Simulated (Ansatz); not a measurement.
mer-Co(OH)3(H2O)3 (CoO₆H₉). The state is a singlet with charge 0. Geometry PBE0-D4/def2-SVP, basis def2-TZVP, Ansatz.

```tsv
run	HOMO (eV)	LUMO (eV)
A	-4.61	-3.05
B	-8.84	-0.80
C	-4.59	-3.16
D	-6.81	-2.26
E	-5.23	-3.01
F	-7.23	-1.88
```

HSE06 is defined as in plane-wave codes, on full-range PBE exchange. No other spin state of charge 0 was run. Another isomer (singlet) lies 0.24 eV lower at PBE0-D4/def2-TZVP; other spin states weren't run for this one.

**Question.** The runs used BLYP, CAM-B3LYP, HSE06, PBE, PBE0, r2SCAN. Estimate which is which.

**Answer.** A BLYP (0 % exact exchange); B CAM-B3LYP (range-separated); C PBE (0 % exact exchange); D HSE06 (range-separated); E r2SCAN (0 % exact exchange); F PBE0 (25 % exact exchange). Exact exchange lowers occupied and raises empty levels; among semilocal functionals meta-GGAs tend to open the gap a little, and such runs are hard to tell apart. The gap grows from 1.42 eV (PBE) to 8.04 eV (CAM-B3LYP). The restricted singlet is unstable towards broken spin symmetry in Hartree–Fock (as tested in another run); at BLYP-D4/def2-TZVP, CAM-B3LYP-D4/def2-TZVP, PBE-D4/def2-TZVP, HSE06-D4/def2-TZVP and others this wasn't settled.
